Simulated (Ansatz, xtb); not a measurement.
**Two isomers of C5H4N2O**

Structure X is `N#Cc1[nH]ccc1O`, a singlet and structure Y is `N#Cn1ccc(O)c1`, a singlet. Both are isolated molecules in the gas phase, relaxed with B3LYP/def2-SVP; the shapes shown needn't be the lowest conformers.

X (Å):

```xyz
12

C    -0.6669    0.4695   -1.6212
C    -0.0506    0.4045   -0.3518
C     0.4963    1.0596    1.7292
C     1.1356   -0.1535    1.5093
C     0.7919   -0.5693    0.1960
N    -1.1821    0.5385   -2.6629
N    -0.2094    1.3887    0.6182
O     1.1676   -1.6810   -0.4673
H    -0.7717    2.2203    0.4957
H     0.5037    1.7022    2.6067
H     1.7768   -0.6800    2.2140
H     1.7468   -2.2120    0.0936
```

Y (Å):

```xyz
12

C    -1.3384    0.4713   -1.3044
C    -0.0189    1.3860    0.5165
C     0.9859    0.9051    1.3157
C     1.2498   -0.4500    0.9130
C     0.4017   -0.7656   -0.1215
N    -2.1656    0.5599   -2.1158
N    -0.3838    0.3735   -0.3659
O     2.1630   -1.3017    1.4332
H    -0.5161    2.3519    0.4841
H     1.4874    1.4568    2.1096
H     2.6439   -0.8625    2.1453
H     0.2788   -1.6743   -0.7016
```

Task: Estimate which is lower in electronic energy at CCSD(T)/def2-SVP + ΔMP2/def2-TZVPP, and by roughly how much.

Result: The CCSD(T)/def2-SVP + ΔMP2/def2-TZVPP calculation puts structure X lower, by 65.5 kJ/mol.

The same difference at several levels:

```json
{"level": "GFN2-xTB", "geometry": "GFN2-xTB", "E(Y) − E(X) (kJ/mol)": "−9.7", "departure from the last row (kJ/mol)": "−75.2", "job, with rough time for the two": "optimisation, 0.11 s"}
{"level": "HF/STO-3G", "geometry": "GFN2-xTB", "E(Y) − E(X) (kJ/mol)": "+55.8", "departure from the last row (kJ/mol)": "−9.7", "job, with rough time for the two": "single point, 0.48 s"}
{"level": "r2SCAN-D4/def2-SVP", "geometry": "GFN2-xTB", "E(Y) − E(X) (kJ/mol)": "+75.1", "departure from the last row (kJ/mol)": "+9.6", "job, with rough time for the two": "single point, 6 s"}
{"level": "B3LYP/def2-SVP", "geometry": "B3LYP/def2-SVP", "E(Y) − E(X) (kJ/mol)": "+68.9", "departure from the last row (kJ/mol)": "+3.4", "job, with rough time for the two": "optimisation, 47 s"}
{"level": "HF/def2-SVP", "geometry": "B3LYP/def2-SVP", "E(Y) − E(X) (kJ/mol)": "+63.5", "departure from the last row (kJ/mol)": "−2.0", "job, with rough time for the two": "part of the CCSD(T) run"}
{"level": "MP2/def2-SVP", "geometry": "B3LYP/def2-SVP", "E(Y) − E(X) (kJ/mol)": "+74.3", "departure from the last row (kJ/mol)": "+8.9", "job, with rough time for the two": "part of the CCSD(T) run"}
{"level": "CCSD(T)/def2-SVP", "geometry": "B3LYP/def2-SVP", "E(Y) − E(X) (kJ/mol)": "+66.5", "departure from the last row (kJ/mol)": "+1.0", "job, with rough time for the two": "single point"}
{"level": "CCSD(T)/def2-SVP + ΔMP2/def2-TZVPP", "geometry": "B3LYP/def2-SVP", "E(Y) − E(X) (kJ/mol)": "+65.5", "departure from the last row (kJ/mol)": "", "job, with rough time for the two": "single point, 2 min"}
```

As drawn, Y has 1 C–N, 1 C–H in place of 1 C–C, 1 N–H.

GFN2-xTB puts the two in the other order. The largest departure from CCSD(T)/def2-SVP + ΔMP2/def2-TZVPP is that of GFN2-xTB, 75.2 kJ/mol. The last row adds to CCSD(T) the change of the MP2 difference between the two basis sets, here −1.0 kJ/mol.

With thermal terms from frequencies at re-optimised GFN2-xTB minima (ideal gas, soft modes damped towards free rotors, one conformer each, 298.15 K, 1 atm): the zero-point term adds −1.0 kJ/mol; ΔH is +64.4 and ΔG +64.6 kJ/mol.

The correlated steps freeze 8 core orbitals. Programs: Ansatz 0.2.0, xtb 6.7.1; the last row on 2 threads of Arm Neoverse V2 on a shared host.
